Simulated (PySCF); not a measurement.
C₃H₆OSi.
Atom-mapped SMILES: `[CH:1]#[C:2][SiH2:3][O:4][CH3:5]` (hydrogens: H6 on C1; H7, H8 on Si3; H9, H10, H11 on C5)

The dihedral C2–Si3–O4–C5 (about Si3–O4) is held at set values while the rest relaxes with GFN2-xTB, each point from its own start; single points follow at PBE0/pcSseg-1 (PySCF, gas phase, no added dispersion term).

Q: Give the torsional profile, with energies above the lowest point.

A: 
```tsv
dihedral (°)	PBE0/pcSseg-1 (kcal/mol)	GFN2-xTB (kcal/mol)	dipole (D)	C2···C5 (Å)	Si3–O4 (Å)	C2–Si3–O4 (°)	Si3–O4–C5 (°)	HOMO (eV)	LUMO (eV)
0	0.7	1.5	1.55	3.34	1.624	112.0	132.7	-7.91	-0.32
30	0.3	0.6	1.51	3.38	1.623	112.0	131.5	-8.02	-0.36
60	0.0	0.0	1.42	3.54	1.623	111.6	129.7	-8.21	-0.37
90	0.5	0.8	1.31	3.80	1.622	111.2	131.7	-8.12	-0.29
120	1.3	1.9	1.16	3.97	1.623	107.3	133.0	-8.02	-0.20
150	1.0	1.3	1.01	4.04	1.623	103.2	131.2	-8.06	-0.18
180	0.8	0.7	0.98	4.07	1.624	101.3	129.5	-8.12	-0.18
210	1.0	1.3	1.01	4.04	1.623	103.2	131.2	-8.06	-0.18
240	1.3	1.9	1.16	3.97	1.623	107.3	133.1	-8.01	-0.20
270	0.5	0.8	1.30	3.81	1.622	111.5	131.7	-8.13	-0.30
300	0.0	0.0	1.42	3.54	1.623	111.7	129.7	-8.21	-0.37
330	0.2	0.6	1.51	3.35	1.623	111.0	131.0	-8.02	-0.36
```

Each energy column counts from its own lowest point; dipole and orbital energies are those of PBE0/pcSseg-1.

Q: Where are the low and high points of the PBE0/pcSseg-1 curve on this grid?

A: Below both neighbours: 60° (synclinal, 0.0), 180° (antiperiplanar, 0.8), 300° (synclinal, 0.0). Above both neighbours: 0° (0.7), 120° (1.3), 240° (1.3) kcal/mol. The highest point lies 1.3 kcal/mol above the lowest; in GFN2-xTB the span is 1.9, with the lowest point at 60° and 300°.

Q: How much does Si3–O4 change along the scan?

A: From 1.622 Å (at 90° and 270°) to 1.624 Å (at 0° and 180°).

Q: What dipole would a 298 K Boltzmann average over these twelve points give?

A: With weights exp(−E/RT), √⟨μ²⟩ = 1.38 D, against 1.42 D at 300°. Weights in order of angle: 6, 12, 19, 8, 2, 3, 5, 3, 2, 8, 19, 13 %.
